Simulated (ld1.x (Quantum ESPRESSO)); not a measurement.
## palladium (Pd): one change to a PAW potential, before and after

```
Element                 : palladium
Generator               : ld1.x (Quantum ESPRESSO) 7.5
Type                    : PAW
Functional              : BLYP
Relativity              : scalar-relativistic
Frozen core             : [Ar] 3d10
Valence charge          : 18
Reference configuration : 4s2 4p6 4d10 5s0 5p0
Partial waves           : 4s (bound): rcut 1.35, rcutus 1.45 bohr; 5s (bound, empty): rcut 1.35, rcutus 1.45 bohr; 4p (bound): rcut 1.40, rcutus 1.75 bohr; 5p (bound, empty): rcut 1.40, rcutus 1.75 bohr; 4d (bound): rcut 1.75, rcutus 2.10 bohr; 4d channel at 0.05 Ry: rcut 1.75, rcutus 2.10 bohr
Local potential         : all-electron potential smoothed inside 1.60 bohr (lloc = -2)
Core correction         : Bessel-smoothed model core, default radius (core density twice the valence density)
Augmentation charge     : BESSEL, radius 1.20 bohr
```

Change: wave 4d channel at 0.05 Ry: rcut 1.75, rcutus 2.10 bohr becomes 4d channel at 1.35 Ry: rcut 1.75, rcutus 2.10 bohr.

Cutoffs: the cutoffs (Ry, on a coarse ladder) from which the occupation-weighted sum of valence levels, in a spherical-Bessel basis at the reference potential, stays within 10 and 1 mRy of its value at 400 Ry; they do not see the model core or the augmentation charge, which bear on the density cutoff. Errors are all-electron minus pseudo energies relative to the spin-unpolarised reference configuration.

How do hardness, ghosts and transferability respond?

The potential gets softer (35 Ry and 55 Ry → 30 Ry and 55 Ry); the number of tests that count goes from 7 to 5; of the 5 tests that both files solve, the error grows in 3 and shrinks in 2 by more than 15 % and 0.3 meV (median size 0.2 → 17.1 meV); neither file shows a bound ghost at the reference potential, the only one tested.

```csv
quantity,base,changed
"cutoff, loose",35 Ry,30 Ry
"cutoff, tight",55 Ry,55 Ry
bound ghosts,none,none
"tests counted (converged, no solver errors)",7 of 7,5 of 7
"error for 4s2 4p6 4d9 5s0 5p0, meV [ΔE 9.08 eV]",+0.2,+4.2
"error for 4s2 4p6 4d8 5s0 5p0, meV [ΔE 29.82 eV]",+0.2,+34
"error for 4s2 4p5 4d10 5s0 5p0, meV [ΔE 57.12 eV]",-42,-26
"error for 4s2 4p6 4d9.5 5s0 5p0, meV [ΔE 3.22 eV]",+0.1,+0.7
"error for 4s1 4p6 4d10 5s0 5p0, meV [ΔE 91.56 eV]",-49,-17
s: phases at 2.29 bohr within 0.05 rad from the reference energy up to (Ry; the scan ends near 5),to the end of the scan,to the end of the scan
p: phases at 2.29 bohr within 0.05 rad from the reference energy up to (Ry; the scan ends near 5),to the end of the scan,to the end of the scan
d: phases at 2.29 bohr within 0.05 rad from the reference energy up to (Ry; the scan ends near 5),to the end of the scan,to the end of the scan
lowest overlap eigenvalue by channel,"s 0.12, p 0.08, d 1.00","s 0.12, p 0.08, d 0.23"
```

Changed file: Tests not counted: 4s2 4p6 4d7 5s0 5p0 (solver errors, printed error -2398 eV); 4s2 4p6 4d6 5s0 5p0 (solver errors, printed error -2103 eV).
